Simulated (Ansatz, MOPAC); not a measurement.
Species: ZnBr2, charge 0, multiplicity 1. SMILES: [Br][Zn][Br]

Atoms: Zn1, Br2, Br3. Bonds: Zn1-Br2, Zn1-Br3.

Bond lengths (Å) and angles (degrees) optimised at AM1 with MOPAC; HF/3-21G with Ansatz (a quantum-chemistry and plane-wave program); B3LYP/LANL2DZ with Ansatz, each started from the B3LYP-D3(BJ)/def2-TZVP structure (Ansatz) of the last column. A row stands for all coordinates that are equal there.

```
coordinate     AM1  HF/3-21G  B3LYP/LANL2DZ  B3LYP-D3(BJ)/def2-TZVP
-----------  -----  --------  -------------  ----------------------
Zn1-Br2      2.111     2.317          2.349                   2.241
Br2-Zn1-Br3  180.0     180.0          180.0                   180.0
```

Mean signed difference of all 2 bond lengths from B3LYP-D3(BJ)/def2-TZVP: AM1 -0.130 Å, HF/3-21G 0.076 Å, B3LYP/LANL2DZ 0.108 Å.
